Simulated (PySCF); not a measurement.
# Computed properties of GeI, SMILES [Ge][I]

GeI, SMILES [Ge][I] (connectivity only; charge and spin as stated), charge +1, multiplicity 1. The structure is a stationary point at B3LYP-D3(BJ)/def2-TZVP. The spin state was assumed, not searched. The def2 effective core potentials stand for the cores of I; spin–orbit coupling is left out. The values are those of a single conformer. All values are computed for the isolated molecule unless a solvent is named; none is compared with measurement here.

**Structure.** The optimised structure has C∞v symmetry. All 1 harmonic modes at B3LYP-D3(BJ)/def2-TZVP (PySCF) are real, so it is a minimum.

**Vibrations.** The strongest infrared lines (harmonic, unscaled, degenerate partners summed) lie at 296 cm⁻¹ (36 km/mol, Ge 64 %, I 36 %). The softest mode is at 296 cm⁻¹ and the zero-point energy is 0.4 kcal/mol.

**Electronic structure.** HF/def2-TZVPD (PySCF) places the frontier levels at -16.35 and -6.08 eV, a gap of 10.27 eV and a mean polarisability of 54.3 bohr³.

**Excitations.** TDA-B3LYP/def2-TZVPD (PySCF) has S1 at 3.39 eV (365 nm, f = 0.000, dark); the most intense of the 10 singlets computed lies at 8.75 eV (f = 0.32). Strengths of degenerate partners are summed. T1 (TDA) is at 2.91 eV, 0.48 eV under S1. No vertical singlet excitation falls in the visible range (under 3.1 eV).
